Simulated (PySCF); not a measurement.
Compound: C₅H₅ClN₂O.
Atom-mapped SMILES: `[Cl:1][c:2]1[n:3][n:4][c:5]([CH:6]2[CH2:7][CH2:8]2)[o:9]1`

Geometry (GFN2-xTB, Å), atoms numbered from 1 in this order:
```
atom  x, y, z in Å
Cl1    3.6772    1.6291    0.0676
C2     2.5460    0.3924    0.0764
N3     2.7587   -0.8769    0.1399
N4     1.5473   -1.4682    0.1171
C5     0.6561   -0.5319    0.0400
C6    -0.7852   -0.7017   -0.0088
C7    -1.6132    0.2702   -0.8141
C8    -1.6686    0.3163    0.6721
O9     1.2304    0.7001    0.0095
H10   -1.0730   -1.7430    0.0140
H11   -1.0895    1.0599   -1.3308
H12   -2.4553   -0.1307   -1.3559
H13   -1.1828    1.1374    1.1769
H14   -2.5489   -0.0535    1.1739
```

Definitions: NICS(0) = −σiso at the ring centroid; NICS(1) = −σiso and NICS(1)zz = −σzz at ±1 Å along the ring normal z. Level: GIAO PBE0/pcSseg-1 (PySCF, non-relativistic, gas phase) on the GFN2-xTB geometry, one conformer.

Ring bond lengths (Å), with Mayer bond orders in brackets: C2–N3 1.289 (1.67), N3–N4 1.348 (1.16), N4–C5 1.295 (1.68), C5–O9 1.360 (1.03), O9–C2 1.353 (1.06); C6–C7 1.510 (0.93), C7–C8 1.488 (0.97), C8–C6 1.510 (0.93).

Q: What do the NICS probes read (ppm)?

A: 
```tsv
ring	type	NICS(0)	NICS(1), two faces	NICS(1)zz, two faces	rms pucker (Å)	centre to ring atoms, mean (Å)
C2–N3–N4–C5–O9	5-membered ring with 2 N and O; formal bonds all aromatic	-8.7	-9.2 / -9.2	-22.2 / -22.2	0.00	1.13
C6–C7–C8	3-membered carbocycle; formal bonds all single	-42.8	-8.0 / -7.4	-23.8 / -24.5	0.00	0.87
```

Q: What do they say, and how far can they be read as aromaticity?

A: 
- C2–N3–N4–C5–O9: mean NICS(1)zz -22.2 ppm, shielded. The ring is flat and has no four-coordinate atom; by the NICS criterion it is aromatic.
- C6–C7–C8: mean NICS(1)zz -24.2 ppm, shielded. C6, C7, C8 have four or more neighbours, and the NICS criterion for π rings isn't applied. NICS(0) lies 35 ppm below the mean NICS(1).

Q: How equal are the bonds by HOMA? HOMA = 1 − mean of α(R − Ropt)² over the ring bonds, with Krygowski's 1993 parameters (CN: Ropt 1.334 Å, α 93.52 Å⁻²; CO: Ropt 1.265 Å, α 157.38 Å⁻²; NN: Ropt 1.309 Å, α 130.33 Å⁻²).

A: 
- C2–N3–N4–C5–O9: HOMA 0.37; the largest term is that of C5–O9, α(R − Ropt)² = 1.41.

Q: What is the mean of the two in-plane components of NICS at the first NICS(1) probe listed for ring C2–N3–N4–C5–O9, 1 Å off the ring?

A: The isotropic value is a third of the trace: (3 × -9.2 − (-22.2))/2 = -2.7 ppm.

Q: List the ring angles and the Hirshfeld charges of the ring atoms.

A: 
- C2–N3–N4–C5–O9: C2 112.8° (+0.121 e), N3 106.4° (-0.158 e), N4 107.6° (-0.154 e), C5 111.5° (+0.134 e), O9 101.7° (-0.061 e); sum 540.0° against 540° for a flat convex ring.
- C6–C7–C8: C6 59.0° (-0.040 e), C7 60.5° (-0.078 e), C8 60.5° (-0.078 e); sum 180.0° against 180° for a flat convex ring.

Q: How shielded are the nuclei of the rings and their hydrogens (means over atoms taken as equivalent)?

A: 
```json
{"atoms": "C2", "environment": "aromatic C–Cl carbon", "σ isotropic (ppm)": "25.5"}
{"atoms": "N3", "environment": "pyridine-type nitrogen", "σ isotropic (ppm)": "-79.8"}
{"atoms": "N4", "environment": "pyridine-type nitrogen", "σ isotropic (ppm)": "-77.2"}
{"atoms": "C5", "environment": "substituted aromatic carbon", "σ isotropic (ppm)": "10.6"}
{"atoms": "C6", "environment": "benzylic-type carbon", "σ isotropic (ppm)": "175.9"}
{"atoms": "C7 (×2)", "environment": "three-membered-ring carbon", "σ isotropic (ppm)": "175.5"}
{"atoms": "O9", "environment": "furan-type oxygen", "σ isotropic (ppm)": "13.8"}
{"atoms": "H10", "environment": "methine hydrogen", "σ isotropic (ppm)": "29.31"}
{"atoms": "H11 (×2)", "environment": "methylene hydrogen", "σ isotropic (ppm)": "30.72"}
{"atoms": "H12 (×2)", "environment": "methylene hydrogen", "σ isotropic (ppm)": "30.57"}
```

The run took about 90 s of CPU time (grids of density and orbitals included) (one thread, shared machine). This is the whole shielding run at PBE0/pcSseg-1, SCF included.
